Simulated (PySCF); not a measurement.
CH3Cl2Ga.

```xyz
7

Ga     0.2298    -0.0867     0.1526
Cl    -1.5526    -1.2912    -0.0732
Cl     0.1254     1.8292    -0.8464
C      1.8029    -0.6796     1.1525
H      2.2588     0.1797     1.6798
H      2.5411    -1.0884     0.4338
H      1.5217    -1.4703     1.8728
```

Geometry optimised at PBE-D3(BJ)/def2-SVP. The structure was generated by enumeration; whether it is a known compound was not checked.

These are PBE/pcSseg-1 in PySCF values and carry that method's errors. Non-relativistic, no solvent.

Computed absolute GIAO shielding of each atom: isotropic value and principal components (ppm):
| atom | σ(iso) | σ11 | σ22 | σ33 | span |
|---|---|---|---|---|---|
| Ga1 | 1213.8 | 1052.2 | 1141.9 | 1447.2 | 394.9 |
| Cl2 | 761.5 | 524.8 | 801.0 | 958.7 | 433.8 |
| Cl3 | 764.8 | 527.6 | 807.3 | 959.6 | 432.0 |
| C4 | 173.1 | 162.5 | 164.1 | 192.8 | 30.4 |
| H5 | 30.2 | 25.1 | 27.8 | 37.6 | 12.5 |
| H6 | 30.1 | 25.7 | 27.3 | 37.4 | 11.7 |
| H7 | 30.2 | 24.9 | 28.0 | 37.7 | 12.7 |
